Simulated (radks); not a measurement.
Q: The mean radii <r> (bohr) of the occupied orbitals of an atom or ion are listed with their occupations. Calculated with a radial shooting solver on a logarithmic mesh with Libxc functionals: Dirac Kohn-Sham, RPBE, spin-unpolarised, spherical densities, point nucleus.

| orbital | occ. | <r> |
|---|---|---|
| 1s1/2 | 2 | 0.01578 |
| 2s1/2 | 2 | 0.06575 |
| 2p1/2 | 2 | 0.05388 |
| 2p3/2 | 4 | 0.06293 |
| 3s1/2 | 2 | 0.1710 |
| 3p1/2 | 2 | 0.1615 |
| 3p3/2 | 4 | 0.1780 |
| 3d3/2 | 4 | 0.1545 |
| 3d5/2 | 6 | 0.1595 |
| 4s1/2 | 2 | 0.3768 |
| 4p1/2 | 2 | 0.3777 |
| 4p3/2 | 4 | 0.4124 |
| 4d3/2 | 4 | 0.4160 |
| 4d5/2 | 6 | 0.4271 |
| 5s1/2 | 2 | 0.8318 |
| 4f5/2 | 6 | 0.4380 |
| 4f7/2 | 8 | 0.4441 |
| 5p1/2 | 2 | 0.8855 |
| 5p3/2 | 4 | 0.9744 |
| 5d3/2 | 4 | 1.196 |
| 5d5/2 | 6 | 1.235 |
| 6s1/2 | 2 | 2.017 |

Name the element and its charge. Open shells, if any, fill j = l - 1/2 first.

A: Z = 83, bismuth, charge +3: Bi3+ in [Hg]. The 1s radius gives Z: for a bare nucleus <r> = (2 gamma + 1)/(2Z) with gamma = sqrt(1 - (Z/c)^2), 0.01561 bohr for Z = 83, and screening makes it slightly larger (0.01578 here). The occupations add up to 80, and the charge is Z minus that.
